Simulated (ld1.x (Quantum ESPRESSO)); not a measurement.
## calcium: excitation energies, all-electron against TM

```
Element                 : calcium
Generator               : ld1.x (Quantum ESPRESSO) 7.5
Type                    : norm-conserving Troullier–Martins (Kleinman–Bylander form)
Functional              : PBE
Relativity              : scalar-relativistic
Frozen core             : [Ne] 3s2
Valence charge          : 8
Reference configuration : 3p6 3d0 4s1 4p0 (charge +1)
Partial waves           : 4s (bound): rc 3.30 bohr; 3p (bound): rc 1.45 bohr; 3d (bound, empty): rc 1.40 bohr
Local potential         : all-electron potential smoothed inside 2.55 bohr (lloc = -1)
Core correction         : none
```

Energies are relative to the spin-unpolarised reference configuration 3p6 3d0 4s1 4p0; without spin polarisation the order of configurations can differ from experiment. Not all tests gave a result: 2 of 7 tests not solved or not reliable. Left out of the table: 3p6 3d0 4s1.5 4p0 (pseudo-atom not self-consistent, printed error +6.1 meV); 3p6 3d1 4s1 4p0 (solver errors, printed error +4.7 eV). The frozen-core shift is the all-electron ΔE with the core orbitals held at their reference shape minus the fully relaxed ΔE.

```tsv
valence configuration	charge	ΔE all-electron (eV)	error AE − PS (meV)	frozen-core shift (meV)
3p6 3d0 4s0 4p0	+2	11.821	+27	+2.4
3p6 3d0.5 4s1.5 4p0	0	-5.256	+20	+6.9
3p6 3d0 4s0 4p1	+1	3.048	-114	+0.3
3p6 3d0 4s0 4p2	0	-1.358	-149	0.0
```

What are ΔE and the potential's error for 3p6 3d0 4s2 4p0?

ΔE = -6.309 eV all-electron; the error (AE − PS) is +18 meV.

Levels in the configuration 3p6 3d0 4s0 4p0:

| level | all-electron (eV) | pseudo (eV) |
| --- | --- | --- |
| 3p | -43.060 | -42.921 |

ld1.x printed “convergence not achieved” for 1 of the counted tests; its residual had stalled under 1e-8, short of the target of 1e-14.

Note: ghost state, extra bound levels that the all-electron valence spectrum of the same l lacks: s at -3.1 eV. A true bound ghost makes a file unfit for plane-wave use.
